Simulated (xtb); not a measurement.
Ta (SMILES [Ta]), quartet (GFN-xTB shapes and energies of metal compounds can be far from the true ones), atoms displaced at random by about 0.06 Å a coordinate; GFN2-xTB in xtb.

Input for xtb:
```
$ xtb mol.xyz --gfn 2 --chrg 0 --uhf 3 --opt --json

# file mol.xyz
1

Ta     0.01411969    -0.08986605     0.13810632
```

Output, abridged:

```
   ID    Z sym.   atoms
    1   73 Ta     1

           -------------------------------------------------
          |                Calculation Setup                |
           -------------------------------------------------

           -------------------------------------------------
          |                 G F N 2 - x T B                 |
           -------------------------------------------------

          ...................................................
          :                      SETUP                      :
          :.................................................:
          :  # basis functions                  10          :
          :  # atomic orbitals                   9          :
          :  # shells                            3          :
          :  # electrons                         5          :
          :  max. iterations                   250          :
          :  Hamiltonian                  GFN2-xTB          :
          :  restarted?                      false          :
          :  GBSA solvation                  false          :
          :  PC potential                    false          :
          :  electronic temp.          300.0000000     K    :
          :  accuracy                    1.0000000          :
          :  -> integral cutoff          0.2500000E+02      :
          :  -> integral neglect         0.1000000E-07      :
          :  -> SCF convergence          0.1000000E-05 Eh   :
          :  -> wf. convergence          0.1000000E-03 e    :
          :  Broyden damping             0.4000000          :
          :  net charge                          0          :
          :  unpaired electrons                  3          :
          ...................................................

 iter      E             dE          RMSdq      gap      omega  full diag
   1     -1.9024365 -0.190244E+01  0.141E+01    0.00       0.0  T
   2     -1.9024365  0.532907E-14  0.113E+01    0.00       0.0  T
   3     -1.9024365  0.108802E-13  0.871E+00    0.00       0.0  T
   4     -1.9024365 -0.555112E-14  0.697E+00    0.00       0.0  T
   5     -1.9024365 -0.106581E-13  0.558E+00    0.00       0.0  T
   6     -1.9024365 -0.466294E-14  0.429E+00    0.00       0.0  T
   7     -1.9024365  0.159872E-13  0.316E+00    0.00       0.0  T
   8     -1.9024365 -0.164313E-13  0.220E+00    0.00       0.0  T
   9     -1.9024365  0.106581E-13  0.176E+00    0.00       0.0  T
  10     -1.9024365  0.510703E-14  0.135E+00    0.00       0.0  T
  11     -1.9024365 -0.999201E-14  0.108E+00    0.00       0.0  T
  12     -1.9024365 -0.155431E-14  0.866E-01    0.00       0.0  T
  13     -1.9024365  0.444089E-15  0.667E-01    0.00       0.0  T
  14     -1.9024365  0.157652E-13  0.491E-01    0.00       0.0  T
  15     -1.9024365 -0.976996E-14  0.392E-01    0.00       0.0  T
  16     -1.9024365 -0.666134E-15  0.314E-01    0.00       0.0  T
  17     -1.9024365  0.111022E-13  0.242E-01    0.00       0.0  T
  18     -1.9024365  0.222045E-15  0.178E-01    0.00       0.0  T
  19     -1.9024365 -0.106581E-13  0.142E-01    0.00       0.0  T
  20     -1.9024365  0.976996E-14  0.114E-01    0.00       0.0  T
  21     -1.9024365 -0.150990E-13  0.876E-02    0.00       0.0  T
  22     -1.9024365  0.666134E-15  0.701E-02    0.00       0.0  T
  23     -1.9024365  0.144329E-13  0.540E-02    0.00       0.0  T
  24     -1.9024365 -0.210942E-13  0.432E-02    0.00       0.0  T
  25     -1.9024365  0.104361E-13  0.345E-02    0.00       0.0  T
  26     -1.9024365  0.444089E-15  0.266E-02    0.00       0.0  T
  27     -1.9024365  0.111022E-13  0.213E-02    0.00       0.0  T
  28     -1.9024365 -0.104361E-13  0.170E-02    0.00       0.0  T
  29     -1.9024365  0.532907E-14  0.136E-02    0.00       0.0  T
  30     -1.9024365  0.377476E-14  0.105E-02    0.00       0.0  T
  31     -1.9024365  0.199840E-14  0.839E-03    0.00       0.0  T
  32     -1.9024365 -0.166533E-13  0.671E-03    0.00       0.0  T
  33     -1.9024365  0.599520E-14  0.537E-03    0.00       0.0  T
  34     -1.9024365 -0.444089E-15  0.413E-03    0.00       0.0  T
  35     -1.9024365  0.104361E-13  0.331E-03    0.00       0.0  T
  36     -1.9024365 -0.208722E-13  0.255E-03    0.00       0.0  T
  37     -1.9024365  0.162093E-13  0.204E-03    0.00       0.0  T
  38     -1.9024365  0.399680E-14  0.157E-03    0.00       0.0  T
  39     -1.9024365 -0.213163E-13  0.125E-03    0.00       0.0  T
  40     -1.9024365  0.157652E-13  0.100E-03    0.00       0.0  T
  41     -1.9024365 -0.444089E-15  0.773E-04    0.00       0.0  T
  42     -1.9024365  0.643929E-14  0.618E-04    0.00       0.0  T

   *** convergence criteria satisfied after 42 iterations ***

         :::::::::::::::::::::::::::::::::::::::::::::::::::::
         ::                     SUMMARY                     ::
         :::::::::::::::::::::::::::::::::::::::::::::::::::::
         :: total energy              -1.902436532475 Eh    ::
         :: gradient norm              0.000000000000 Eh/a0 ::
         :: HOMO-LUMO gap              0.000000000001 eV    ::
         ::.................................................::
         :: SCC energy                -1.902436532475 Eh    ::
         :: -> isotropic ES           -0.003333333333 Eh    ::
         :: -> anisotropic ES          0.000000000000 Eh    ::
         :: -> anisotropic XC         -0.000000000000 Eh    ::
         :: -> dispersion              0.000000000000 Eh    ::
         :: repulsion energy           0.000000000000 Eh    ::
         :: add. restraining           0.000000000000 Eh    ::
         :: total charge               0.000000000001 e     ::
         :::::::::::::::::::::::::::::::::::::::::::::::::::::

      -----------------------------------------------------------
     |                   =====================                   |
     |                        A N C O P T                        |
     |                   =====================                   |
[...]
================
 final structure:
================
1
 xtb: 6.7.1 (edcfbbe)
Ta           0.01411969000000       -0.08986605000000        0.13810632000000

 Bond Distances (Angstroems)
 ---------------------------

 selected bond angles (degree)
 --------------------

 selected dihedral angles (degree)
 ---------------------------------

           -------------------------------------------------
          |                Final Singlepoint                |
           -------------------------------------------------

          ...................................................
          :                      SETUP                      :
          :.................................................:
          :  # basis functions                  10          :
          :  # atomic orbitals                   9          :
          :  # shells                            3          :
          :  # electrons                         5          :
          :  max. iterations                   250          :
          :  Hamiltonian                  GFN2-xTB          :
          :  restarted?                      false          :
          :  GBSA solvation                  false          :
          :  PC potential                    false          :
          :  electronic temp.          300.0000000     K    :
          :  accuracy                    1.0000000          :
          :  -> integral cutoff          0.2500000E+02      :
          :  -> integral neglect         0.1000000E-07      :
          :  -> SCF convergence          0.1000000E-05 Eh   :
          :  -> wf. convergence          0.1000000E-03 e    :
          :  Broyden damping             0.4000000          :
          :  net charge                          0          :
          :  unpaired electrons                  3          :
          ...................................................

 iter      E             dE          RMSdq      gap      omega  full diag
   1     -1.9024365 -0.190244E+01  0.476E-04    0.00       0.0  T
   2     -1.9024365  0.666134E-15  0.381E-04    0.00       0.0  T
   3     -1.9024365 -0.111022E-13  0.293E-04    0.00       0.0  T

   *** convergence criteria satisfied after 3 iterations ***

         :::::::::::::::::::::::::::::::::::::::::::::::::::::
         ::                     SUMMARY                     ::
         :::::::::::::::::::::::::::::::::::::::::::::::::::::
         :: total energy              -1.902436532475 Eh    ::
         :: gradient norm              0.000000000000 Eh/a0 ::
         :: HOMO-LUMO gap              0.000000000001 eV    ::
         ::.................................................::
         :: SCC energy                -1.902436532475 Eh    ::
         :: -> isotropic ES           -0.003333333333 Eh    ::
         :: -> anisotropic ES          0.000000000000 Eh    ::
         :: -> anisotropic XC         -0.000000000000 Eh    ::
         :: -> dispersion              0.000000000000 Eh    ::
         :: repulsion energy           0.000000000000 Eh    ::
         :: add. restraining           0.000000000000 Eh    ::
         :: total charge               0.000000000001 e     ::
         :::::::::::::::::::::::::::::::::::::::::::::::::::::

           -------------------------------------------------
          |                Property Printout                |
           -------------------------------------------------

    * Orbital Energies and Occupations

         #    Occupation            Energy/Eh            Energy/eV
      -------------------------------------------------------------
         1        2.0000           -0.5116714             -13.9233
         2        0.6000           -0.3229291              -8.7873
         3        0.6000           -0.3229291              -8.7873
         4        0.6000           -0.3229291              -8.7873 (HOMO)
         5        0.6000           -0.3229291              -8.7873 (LUMO)
         6        0.6000           -0.3229291              -8.7873
         7                          0.0028355               0.0772
         8                          0.0028355               0.0772
         9                          0.0028355               0.0772
      -------------------------------------------------------------
                  HL-Gap            0.0000000 Eh            0.0000 eV
             Fermi-level           -0.3699220 Eh          -10.0661 eV

     #   Z          covCN         q      C6AA      α(0)
     1  73 Ta       0.000     0.000  1190.327    88.926

 Mol. C6AA /au·bohr⁶  :       1190.326559
 Mol. C8AA /au·bohr⁸  :     212030.942186
 Mol. α(0) /au        :         88.925612

Wiberg/Mayer (AO) data.
largest (>0.10) Wiberg bond orders for each atom

 ---------------------------------------------------------------------------
     #   Z sym  total        # sym  WBO       # sym  WBO       # sym  WBO
 ---------------------------------------------------------------------------
     1  73 Ta   0.000
 ---------------------------------------------------------------------------

molecular dipole:
                 x           y           z       tot (Debye)
 q only:        0.000      -0.000       0.000
   full:       -0.000       0.000      -0.000       0.000
molecular quadrupole (traceless):
                xx          xy          yy          xz          yz          zz
 q only:       -0.000      -0.000      -0.000       0.000      -0.000       0.000
  q+dip:        0.000       0.000       0.000      -0.000       0.000      -0.000
   full:        0.000       0.000       0.000      -0.000       0.000      -0.000

optimized geometry written to: xtbopt.xyz

           -------------------------------------------------
          | TOTAL ENERGY               -1.902436532475 Eh   |
          | GRADIENT NORM               0.000000000000 Eh/α |
          | HOMO-LUMO GAP               0.000000000001 eV   |
           -------------------------------------------------

normal termination of xtb
```
